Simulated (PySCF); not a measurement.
Molecule: SMILES C#C[C@@]1(F)CC[S@@]1=O, C5H5FOS.

Bonds (- single, = double, # triple, : aromatic): C1#C2, C2-C3, C3-F4, C3-C5, C5-C6, C6-S7, S7=O8, S7-C3. C1 carries H9; C5 carries H10, H11; C6 carries H12, H13. Stereochemistry as in C#C[C@@]1(F)CC[S@@]1=O. H10, H13 are pro-R; H11, H12 are pro-S.

Frames of a GFN2-xTB Langevin trajectory at 600 K; GIAO PBE0/pcSseg-1 shieldings in PySCF, gas phase, non-relativistic; equivalent atoms averaged within each frame.

Shifts are taken against calculated references (same method and geometry level): 13C (186.93 ppm) and 1H (31.72 ppm) vs TMS; CFCl3 for 19F (170.95 ppm); 33S (503.73 ppm) against CS2; 17O (336.08 ppm) against H2O. The references are static minima.

How do the shifts (ppm) fluctuate along the trajectory?

Answers


```csv
time (fs),C1,C3,C2,C5,C6,F4,S7,O8,H10,H11
250,100.3,94.5,92.3,46.4,42.3,-146.2,557,175.1,5.97,5.96
425,85.8,96.1,93.1,37.4,37.2,-123.8,450,147.0,3.41,3.95
625,103.3,96.8,87.8,37.0,47.8,-139.8,542,251.9,4.35,3.93
800,93.6,112.9,95.4,45.0,47.4,-115.4,393,145.3,4.00,3.62
1000,92.5,89.5,101.1,54.1,40.6,-163.7,466,177.5,5.77,6.10
mean of frames,95.1,97.9,93.9,44.0,43.1,-137.8,482,179.4,4.70,4.71
standard deviation,6.9,8.8,4.8,7.1,4.6,19.0,68,43.3,1.12,1.21
```

5 frames give an uncertainty of the mean of about the standard deviation over 2.2 at best, since frames this close in time may not be independent; classical motion lacks zero-point vibration, and the reference would need the same averaging.
